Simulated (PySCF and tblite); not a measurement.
The numbers below are computed, except where a source is named.
C₈H₁₂, numbered as in [CH3:1]\[CH:2]=[CH:3]/[CH:4]=[CH:5]\[CH:6]=[CH:7]/[CH3:8].

The ensemble was built from 200 distance-geometry starts (ETKDG and KDG, MMFF94s, GFN2-xTB) and rests on GFN2-xTB geometries. Free energies are PBE0-D3(BJ)/pcSseg-1 single points with GFN2-xTB rigid-rotor and vibrational terms (modes under about 100 cm⁻¹ blended into free rotors). Symmetry numbers and mirror images are counted. Conformers within 2.5 kcal/mol (GFN2-xTB free energy) were kept, 7 at most. Codes: tblite and PySCF.

An NOE distance is ⟨r⁻⁶⟩^(−1/6) over all pairs of like atoms and, for the average, over conformers.

Torsions listed: C2–C3–C4–C5, C4–C5–C6–C7. Of a mirror pair one member is shown.

```json
{"conformer": "1", "shape": "180°, 180°", "weight %": "96.7"}
{"conformer": "2", "shape": "171°, -52°", "weight %": "3.3"}
```

(1) Which H–H contacts under 3.5 Å would NOEs report (pairs on one atom left out) at 298.15 K?

(2) In a model where alignment follows shape alone (order matrix 0.001 × (3G/tr G − 1)/2, G the second moments of the atom positions; splitting J + 2D), what are the one-bond C–H dipolar couplings D?

Answers

(1) 
```csv
pair,in 1 (Å),in 2 (Å),average (Å)
H2/H7 ··· H3/H6,2.62,2.64,2.63
H1/H8 ··· H4/H5,2.75,3.09,2.75
H1/H8 ··· H2/H7,2.94,2.94,2.94
H3/H6 ··· H4/H5,3.32,2.94,3.30
```

Longer pairs under the limit may be missing.

(2) H1/H8 0.8 Hz (0.8 in conformer 1), H2/H7 1.6 Hz (1.7 in conformer 1), H3/H6 2.2 Hz (2.3 in conformer 1), H4/H5 2.2 Hz (2.3 in conformer 1).
